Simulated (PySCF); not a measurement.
Species: C5H7BS.
Numbering: `[BH2:1][c:2]1[cH:3][c:4]([CH3:5])[cH:6][s:7]1` (hydrogens: H8, H9 on B1; H10 on C3; H11, H12, H13 on C5; H14 on C6)

Theory: core-valence-separated Tamm–Dancoff BHandHLYP/aug-pcX-1 (pcseg-1 on H, def2-SVPD on S) in PySCF, non-relativistic, gas phase, PBE0-D3(BJ)/def2-SVP geometry.

Computed boron K-edge spectrum, Gaussian lines of 0.4 eV full width, highest printed point 100; it ends one width below the last computed root. No shift to experiment was applied.

photon energy (eV), absorption and a bar:
```
    185.0          4 #
    185.2         38 ############
    185.4        100 ##############################
    185.6         65 ####################
    185.8         11 ###
    186.0          0 
    186.2          0 
    186.4          0 
    186.6          0 
    186.8          0 
    187.0          0 
    187.2          0 
    187.4          0 
    187.6          0 
    187.8          0 
    188.0          0 
    188.2          0 
    188.4          0 
    188.6          0 
    188.8          0 
    189.0          0 
    189.2          0 
    189.4          0 
    189.6          0 
    189.8          0 
    190.0          0 
    190.2          0 
    190.4          2 #
    190.6          5 ##
    190.8         13 ####
    191.0         26 ########
    191.2         20 ######
    191.4          8 ###
    191.6          9 ###
```

Where are the maxima, and which lines make them up?

2 maxima:
- 185.4 eV: B1 (three-coordinate boron), 185.44 eV, f = 0.080, 100 % of the height at the exact maximum
- 191.0 eV: B1 (three-coordinate boron), 191.09 eV, f = 0.017, 78 % of the height at the exact maximum; B1 (three-coordinate boron), 190.90 eV, f = 0.007, 22 % of the height at the exact maximum

Roots within 0.03 eV on the same or equivalent atoms count as one line; shares under 12 % aren't listed.

Vibrational structure and lifetime widths aren't in the curve. The ionisation threshold wasn't computed; near and above it a finite basis only mimics Rydberg series and continuum.
